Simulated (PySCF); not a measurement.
PySCF 2.14 output of an unrestricted wB97X-V calculation on a single atom or ion in aug-cc-pVTZ (8s7p5d3f2g, 93 functions), with the non-relativistic Hamiltonian (point nucleus):

```
SCF conv_tol = 1e-09
number electrons alpha = 14  beta = 9
    N. Mardirossian and M. Head-Gordon.,  Phys. Chem. Chem. Phys. 16, 9904-9924 (2014)
cycle= 1 E= -943.699634318652  delta_E= -0.0078  |g|= 0.0269  |ddm|=  1.6
cycle= 2 E= -943.699511794097  delta_E= 0.000123  |g|= 0.0378  |ddm|= 0.126
cycle= 3 E= -943.699905483106  delta_E= -0.000394  |g|= 0.00322  |ddm|= 0.144
cycle= 4 E= -943.699913109311  delta_E= -7.63e-06  |g|= 0.000359  |ddm|= 0.0262
cycle= 5 E= -943.699913409476  delta_E= -3e-07  |g|= 7.24e-05  |ddm|= 0.00214
cycle= 6 E= -943.699913430431  delta_E= -2.1e-08  |g|= 1.57e-05  |ddm|= 0.000662
cycle= 7 E= -943.699913430889  delta_E= -4.58e-10  |g|= 1.59e-06  |ddm|= 0.000105
converged SCF energy = -943.699913430889  <S^2> = 8.7500873  2S+1 = 6.0000291
```

The run itself started from symmetry-adapted Hartree-Fock orbitals and held the occupation by maximum overlap, on a logarithmic radial grid, so the iterations belong to that start.

**Question.** Which element, charge and spin multiplicity is this?

**Answer.** V (vanadium, neutral), multiplicity 6; the state was [Ar] 3d5, high-spin 6S determinant (an excited configuration).
